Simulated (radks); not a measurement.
Results of a calculation; reference values are marked as such.
Spherical quantum dot in the effective-mass picture: electrons in a well V = -V0 / (1 + exp((r - R)/a)) with V0 = 3.56, R = 6.48, a = 0.65, all in effective atomic units (hartree* = m*/eps^2 hartree, bohr* = eps/m* bohr), one dielectric constant everywhere. Level of theory: non-relativistic Kohn-Sham, LDA (Slater exchange, Perdew-Wang correlation), spin-polarised, spherical densities (a radial shooting solver with Libxc functionals). Levels are named by radial order and angular momentum (1s, 1p, 1d, 2s, ...), and open shells are averaged over m. Results are scaled to m* = 0.037 and eps = 13, for which hartree* = 5.958 meV and bohr* = 18.59 nm.

N = 13, configuration 1s2 1p6 1d(up 5, down 0). This is the lowest configuration that the search found. Occupied and some empty levels:

| level | occupation | eigenvalue (meV) | <r> (nm) |
|---|---|---|---|
| 1s up | 1 | -4.4081 | 75.53 |
| 1s down | 1 | -4.1664 | 74.80 |
| 1p up | 3 | -3.9677 | 79.68 |
| 1p down | 3 | -3.7134 | 79.48 |
| 1d up | 5 | -3.2386 | 83.47 |
| 1d down | 0 | -2.9791 | 83.53 |
| 1f up | 0 | -2.2751 | 86.88 |
| 1f down | 0 | -2.0162 | 87.08 |
| 2s up | 0 | -1.8198 | 59.36 |
| 2s down | 0 | -1.6964 | 59.18 |
| 2p up | 0 | -0.71171 | 69.78 |
| 2p down | 0 | -0.55593 | 69.57 |

Energy (meV): total -148.592, kinetic 18.863, external -255.82, Hartree 106.22, exchange-correlation -17.849.
